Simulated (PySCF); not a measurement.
## PbOBr₂: from structure and modes to constants

Computed with PBE0/[Pb def2-SVP with ECP60, O def2-SVP, Br def2-SVP], scalar-relativistic core potentials, density fitting, no spin–orbit coupling, PySCF.

The singlet minimum has C2v symmetry. Masses (u): Pb 207.97664, O 15.99492, Br 78.91834.

```xyz
4
charge 0 multiplicity 1, angstrom
Pb    0.0000    0.0000    0.5829
O     0.0000    0.0000    2.5140
Br    2.0071    0.0000   -1.0228
Br   -2.0071    0.0000   -1.0228
```

Harmonic wavenumbers (cm⁻¹): 67.2 (a1, ×1), 92.2 (b1, ×1), 99.1 (b2, ×1), 219.0 (a1, ×1), 225.8 (b2, ×1), 707.7 (a1, ×1).

Q: Find the principal moments of inertia and the rotational constants. What kind of rotor is it?

A: About the centre of mass I = 336.87, 635.82, 972.7 u Å². With B = 16.8576/I this gives 0.05004, 0.02651, 0.01733 cm⁻¹. The molecule is an asymmetric top with κ = -0.44.

Q: What is the harmonic zero-point energy?

A: Half the sum of all 6 wavenumbers, 1411/2 = 706 cm⁻¹, which is 8.4 kJ/mol (1 cm⁻¹ = 0.0119627 kJ/mol).

Q: Find the vibrational entropy and heat capacity at 298.15 K.

A: With u = 1.43878 ω/T, each mode gives S = R[u/(eᵘ−1) − ln(1−e⁻ᵘ)] and C = R u² eᵘ/(eᵘ−1)².
```tsv
ω (cm⁻¹)	u	S (J/(mol K))	C (J/(mol K))
67.2	0.324	17.71	8.24
92.2	0.445	15.12	8.18
99.1	0.478	14.52	8.16
219.0	1.057	8.23	7.58
225.8	1.090	8.00	7.54
707.7	3.415	1.24	3.41
```
The sums over all modes are S = 64.8 and C = 43.1 J/(mol K); the softest mode gives 27 % of the entropy.

This need not be the most stable arrangement of these atoms. With an element this heavy the missing spin–orbit coupling can shift these numbers.
